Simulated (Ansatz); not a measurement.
Consider the hydrogenolysis of a C–B bond: `BC1[SiH2][Se]1` + H₂ → `C1[SiH2][Se]1` + BH₃.

Computed with Ansatz on PBE0-D4/def2-TZVP structures; ΔE is electronic, products minus reactants. CCSD(T)/CBS adds triple-zeta CCSD(T) − MP2 to the extrapolated MP2 energy (def2 sets, frozen cores). This one scheme is used for every species. DFT in def2-TZVPP. B3LYP here is the variant with VWN-RPA as its local correlation; programs differ in this. For Se outer-core shells are correlated without core-valence functions, which leaves a few kJ/mol of doubt a bond. Scalar relativity is left out up to krypton.

`BC1[SiH2][Se]1`:

Z-matrix (Å, degrees):
```
C
Si 1 1.883
Se 1 2.023 2 68.6
B 1 1.511 2 108.8 3 -116.5
H 1 1.087 2 112.4 3 105.3
H 2 1.478 1 115.8 3 -110.9
H 2 1.477 1 118.9 3 108.5
H 4 1.196 1 120.8 2 58.1
H 4 1.199 1 119.0 2 -117.1
```

H₂:

Z-matrix (Å, degrees):
```
H
H 1 0.746
```

`C1[SiH2][Se]1`:

```xyz
7

C    -0.397    0.000    0.850
Si    0.528    0.056   -0.739
Se   -1.602   -0.580   -0.664
H    -0.216   -0.805    1.555
H    -0.739    0.919    1.312
H     0.858    1.375   -1.322
H     1.568   -0.965   -0.992
```

BH₃:

```xyz
4

B     0.000    0.000    0.000
H    -0.210    1.087   -0.447
H    -0.026   -0.175    1.180
H     0.235   -0.912   -0.733
```

Q: Is it downhill or uphill in electronic energy at CCSD(T)/CBS, and by how much? (Estimate.)

A: Ansatz gave: Uphill: ΔE = +28.4 kJ/mol.

Q: What do these levels give: ωB97X-V, PBE, B3LYP, MP2/def2-QZVPP, HF/CBS(def2), MP2/CBS(def2)? (An estimate is asked.)

A: Computed: ωB97X-V 23.1, PBE 34.6, B3LYP 17.8, MP2/def2-QZVPP 34.6, HF/CBS(def2) -9.6, MP2/CBS(def2) 35.8 kJ/mol.

Largest T1 diagnostic among the species: 0.011.

From PBE to PBE0 (25 % exact exchange), in def2-TZVPP and without D4, ΔE moves by −7.3 kJ/mol. The D4 term adds +9.8 kJ/mol with B3LYP and +5.2 kJ/mol with PBE0; it sums over pairs of atoms, weighted by their polarisabilities, and B3LYP, whose exchange is more repulsive, gets the larger term. In def2-TZVPP, CCSD(T) changes the Hartree–Fock value by +35.3 kJ/mol (the triples alone add +7.1 kJ/mol) and MP2 by +42.6 kJ/mol.
